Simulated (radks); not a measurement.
Values are calculated unless marked as measured or tabulated.
The nuclear charge of the gadolinium ion Gd+ is varied continuously with 63 electrons held in [Xe] 4f7 5d1 6s1. Code: a radial shooting solver on a logarithmic mesh with Libxc functionals. Model: Dirac Kohn-Sham, PBE, spin-unpolarised, spherical densities, finite nucleus; open shells fill j = l - 1/2 first; Fermi nuclear charge, rms radius 5.1569 fm. By the Hellmann-Feynman theorem dE/dZ = E(electron-nucleus)/Z, the electronic potential at the nucleus (averaged over a nucleus of fixed radius).

Z     E (hartree)  E(electron-nucleus)/Z (hartree)   HOMO  e(HOMO) (eV)  <r> HOMO (bohr)
63.5  -11063.9729                         -427.708  5d3/2        -4.337            2.907
63.6  -11106.7936                         -428.706  5d3/2        -5.111            2.813
63.7  -11149.7141                         -429.703  5d3/2        -5.919            2.730
63.8  -11192.7343                         -430.700  5d3/2        -6.760            2.656
63.9  -11235.8542                         -431.697  5d3/2        -7.631            2.589
64    -11279.0737                         -432.694  5d3/2        -8.530            2.529
64.1  -11322.3930                         -433.691  5d3/2        -9.456            2.474
64.2  -11365.8120                         -434.688  5d3/2       -10.409            2.424
64.3  -11409.3306                         -435.685  5d3/2       -11.386            2.377
64.4  -11452.9490                         -436.682  6s1/2       -12.195            3.455
64.5  -11496.6671                         -437.680  6s1/2       -12.973            3.407
64.6  -11540.4849                         -438.677  6s1/2       -13.766            3.361
64.7  -11584.4025                         -439.675  6s1/2       -14.574            3.317
64.8  -11628.4199                         -440.673  6s1/2       -15.397            3.274
64.9  -11672.5371                         -441.672  6s1/2       -16.233            3.234
65    -11716.7542                         -442.670  6s1/2       -17.084            3.194

The central difference of E at Z = 64 is -432.694 hartree, to compare with the third column; the second derivative is -9.97 hartree.
